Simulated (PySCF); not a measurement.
**How methods differ on the ionisation energy of Si⁺**

Si⁺ [Ne] 3s2 3p1 (2P) → Si²⁺ [Ne] 3s2 (1S), as a difference of total energies. All numbers are calculated (PySCF 2.14, no relativity, point nucleus, in dyall-acv3z (19s12p6d4f, 113 functions)). Correlated levels: valence and next inner shell: 1s2 frozen; virtual orbitals above 40 to 60 times the deepest correlated orbital energy dropped. The calculations carry no spin-orbit coupling.

| method | ionisation energy (eV) | error (eV) |
| --- | --- | --- |
| UHF | 15.846 | -0.476 |
| MP2 (valence and next inner shell) | 16.135 | -0.187 |
| SCS-MP2 (valence and next inner shell) | 16.121 | -0.201 |
| CCSD (valence and next inner shell) | 16.254 | -0.068 |
| CCSD(T) (valence and next inner shell) | 16.279 | -0.043 |

Reference: 16.322 eV (measured; NIST levels, between the centres of gravity of the two terms).

Errors of the correlated levels include the incompleteness of this basis and the frozen core.
